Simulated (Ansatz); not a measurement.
## IF (iodine monofluoride): the energy, rung by rung

The species is IF (2 atoms), meant as a singlet with charge 0. SMILES: `FI`. The bond length is the measured one. The run starts from this shape.

```xyz
2

F     0.0000    0.0000    0.0000
I     0.0000    0.0000    1.9098
```

Quantity: the adiabatic ionisation energy (to the doublet cation, no zero-point term), in eV. The values are calculated.

```csv
level,kind,program,value (eV),CPU time (all runs)
SVWN5/def2-TZVP (core potential),LDA,Ansatz,10.75,11 s
PBE-D3(BJ)/def2-TZVP (core potential),GGA,Ansatz,10.52,20 s
r2SCAN/def2-TZVP (core potential),meta-GGA,Ansatz,10.61,35 s
B3LYP-D4/def2-TZVP (core potential),global hybrid,Ansatz,10.74,19 s
wB97X-V/def2-TZVP (core potential),range-separated hybrid,Ansatz,10.72,54 s
```

Spin-orbit coupling, which can split open shells on such heavy atoms by tenths of an eV, is left out. The values span 10.52 to 10.75 eV. Times are those of the runs behind each value, whatever else they computed, on shared processors of several kinds: orders of magnitude only.
